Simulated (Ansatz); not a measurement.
```yaml
crystal:
  periodic: [false, false, false]
  atoms:
    - {symbol: S, position_ang: [-1.335090, 1.551816, 1.197999]}
    - {symbol: Sn, position_ang: [0.191901, 0.281983, -0.113745]}
    - {symbol: S, position_ang: [1.969832, -0.301454, 1.357025]}
    - {symbol: S, position_ang: [-0.761596, -1.610146, -1.208736]}
    - {symbol: Cl, position_ang: [0.939047, 1.559332, -1.904321]}
    - {symbol: H, position_ang: [-2.068899, 1.873860, 0.118066]}
    - {symbol: H, position_ang: [2.369355, -1.295735, 0.544641]}
    - {symbol: H, position_ang: [-1.212351, -2.116655, -0.046829]}
basis:
  gaussian: {orbitals: def2-mTZVP}
hamiltonian: {xc: {name: PBE1PBE}}
output: {forces: true}
```

```sh
$ ansatz run in.yaml --threads 4 --pin off --events-out ev --progress --plain --max-ram 10444MiB
```

Question: How does Ansatz answer? (An estimate is asked.)

Answer: Ansatz gave: The program refused the input.
```
Error: YAML parse error: error: line 14 column 19: hamiltonian.xc: no functional is named "PBE1PBE"; the names, which are not case-sensitive, are SVWN5, SPW92, PBE, PBE0, PBEsol, revPBE, revPBE0, RPBE, rPW86-PBE, HSE06, wPBEh, LC-wPBE, HISS, HF, BLYP, B3LYP, B3LYP5, BHLYP, CAM-B3LYP, r2SCAN, r2SCANh, r2SCAN0, r2SCAN50, m-r2SCAN, B97, wB97, wB97X, wB97X-V, B97M-V, wB97M-V, B2PLYP, B2GP-PLYP, PBE0-DH, PBE-QIDH
12 | basis:
13 |   gaussian: {orbitals: def2-mTZVP}
14 | hamiltonian: {xc: {name: PBE1PBE}}
15 | output: {forces: true}
```

HSE06 is defined as in plane-wave codes.
